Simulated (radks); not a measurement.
Results of a calculation; reference values are marked as such.
Question: Radial electron density D(r) = 4 pi r^2 rho(r) of an atom or ion with 26 electrons. Level of theory: scalar-relativistic Kohn-Sham, PBE, spin-unpolarised, spherical densities, point nucleus (a radial shooting solver on a logarithmic mesh with Libxc functionals).

r (bohr)  D(r) (e/bohr)
0.001429          4.704
0.001611          5.731
0.001816          6.962
0.002064          8.540
0.002327          10.31
0.002624          12.39
0.002958          14.83
0.003336          17.67
0.003761          20.94
0.00424           24.65
0.004781          28.82
0.00539           33.44
0.006078          38.46
0.006853          43.80
0.007726          49.34
0.008781          55.26
0.009901          60.59
0.01116           65.43
0.01259           69.50
0.01419           72.50
0.016             74.23
0.01804           74.55
0.02034           73.54
0.02293           71.45
0.02586           68.82
0.02916           66.38
0.03287           64.99
0.03706           65.44
0.04212           68.53
0.0475            73.85
0.05355           80.78
0.06038           87.89
0.06808           93.36
0.07676           95.45
0.08654           93.11
0.09758           86.59
0.11              77.60
0.124             68.85
0.1399            63.14
0.1577            62.02
0.1778            64.92
0.2021            69.39
0.2278            70.99
0.2569            67.20
0.2896            57.46
0.3266            43.69
0.3682            29.16
0.4151            16.87
0.4681            8.350
0.5278            3.479
0.595             1.197
0.6709           0.3330
0.7564          0.07296
0.8597          0.01078
0.9694         0.001321
1.093         0.0001162

What is the nuclear charge?

Answer: Z = 57. The innermost maximum, from 1s, lies near gamma/Z bohr with gamma = sqrt(1 - (Z/c)^2) = 0.909, here 0.016 bohr (found: 0.0175), and its height grows with Z. The density is that of the lanthanum ion La31+ in [Ar] 3d8; the configuration itself is not fixed sharply by these data, and Z only to a few units. D(r) has 3 maxima, at r = 0.0175, 0.0768, 0.224 bohr, and minima at 0.0339, 0.153 bohr, inside which lie 1.97, 11.26 electrons.
